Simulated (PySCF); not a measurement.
**Ar⁺ (argon, charge +1): UHF calculation**

Configuration: [Ne] 3s2 3p4 4s1, high-spin 4P determinant (an excited configuration). Computed with PySCF 2.14 in aug-cc-pV(D+d)Z (5s4p3d, 32 functions), with the non-relativistic Hamiltonian (point nucleus).

| Item | Value |
| --- | --- |
| Total energy | -525.671666 hartree |
| One-electron energy | -714.5710 hartree |
| Hartree (Coulomb) energy | 218.5081 hartree |
| Exchange energy | -29.6087 hartree |
| Kinetic energy | 525.54926 hartree |
| ⟨S²⟩ | 3.7575 |
| ⟨L²⟩ | 2.030 |
| Sum of ⟨r⟩ | 15.63 bohr |
| Sum of ⟨r²⟩ | 31.44 bohr² |
| Traceless quadrupole moment −½Σ⟨3z² − r²⟩ along its main axis | -0.883 e·bohr² |
| Density at the nucleus (Gaussians lack the cusp) | 3740 bohr⁻³ |
| Spin density at the nucleus | 2.42 bohr⁻³ |
| Langevin diamagnetic susceptibility | -24.9 ×10⁻⁶ cm³/mol |

```tsv
shell	electrons	mean orbital energy (hartree)	spread (hartree)	rms radius, mean of both spins (bohr)
1s α	1	-119.46754	0	0.0998
1s β	1	-119.43310	0	0.0998
2s α	1	-13.15014	0	0.448
2s β	1	-13.11436	0	0.448
2p α	3	-10.40456	0.03490	0.417
2p β	3	-10.34845	0.02314	0.417
3s α	1	-2.06155	0	1.44
3s β	1	-1.75722	0	1.44
3p α	3	-1.31804	0.09137	1.61
3p β	1	-1.19402	0	1.61
4s α	1	-0.38119	0	3.92
```

The outer electron is Rydberg-like, and this basis confines it to a smaller radius and binds it less than a complete one would.

Spin-orbit constants ζ (cm⁻¹) from the X2C one-electron operator on these orbitals (non-relativistic here): bare nucleus, nucleus screened by l(l+1)(2l+1)/3 electrons, and screened by the Breit-Pauli mean field of the electrons.

```csv
shell,bare,screened nucleus,mean field
2p,12830,11400,10740
3p,1182,1050,978.4
```

To first order the Landé constant is A = -326.1 cm⁻¹, so the lowest level has J = 5/2 and lies 0.0607 eV below the centre of the term. This holds in LS coupling only.
